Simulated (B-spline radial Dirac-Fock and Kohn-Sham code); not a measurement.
# Pt⁴⁺ 3d3/2: cross section and angular parameters

System: Pt⁴⁺, configuration [Xe] 4f14 5d6; threshold 2267.3 eV (orbital energy of the model). The computed values come from a B-spline atomic structure program: Dirac-Hartree-Slater photoionisation with a Latter tail; cross sections with all multipoles, angular parameters from the dipole term and its interference with E2.

| hν (eV) | σ (kb) | β | γ | δ |
| --- | --- | --- | --- | --- |
| 2740 | 211 | 0.705 | -0.223 | -0.013 |
| 2984.4 | 169 | 0.866 | -0.231 | 0.005 |
| 4400 | 57.0 | 1.216 | 0.125 | 0.071 |
| 5640 | 27.1 | 1.280 | 0.480 | 0.099 |
| 6000 | ? | ? | ? | ? |
| 10300 | 3.92 | 1.220 | 1.428 | 0.175 |

**Question.** Give the values at 6000 eV.

**Answer.** σ = 22.4 kb, β = 1.286, γ = 0.575, δ = 0.105.
